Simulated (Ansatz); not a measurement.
ZnBr, SMILES [Zn][Br] (connectivity only; charge and spin as stated), neutral, multiplicity 2.

Geometry: PBE0-D3(BJ)/def2-TZVP. The multiplicity is an assumed one; other spin states were not compared.

Two levels are set side by side: PBE/def2-TZVPD (Ansatz, a first-principles code) and CAM-B3LYP/def2-TZVPD (Ansatz). Energy differences of separate SCF runs at the same geometry; the states with an electron removed or added have multiplicity 1 and 1. Differences are taken from unrounded values.

```
quantity                         CAM-B3LYP
-------------------------------  ---------
vertical ionisation energy (eV)       8.92
vertical electron affinity (eV)       1.90
```

Question: What does PBE give, and how far is it from CAM-B3LYP? (An estimate is asked for; the answer gives what the named calculation found.)

Answer: 
```csv
quantity,PBE,PBE minus CAM-B3LYP
vertical ionisation energy (eV),8.73,-0.18
vertical electron affinity (eV),1.85,-0.05
```
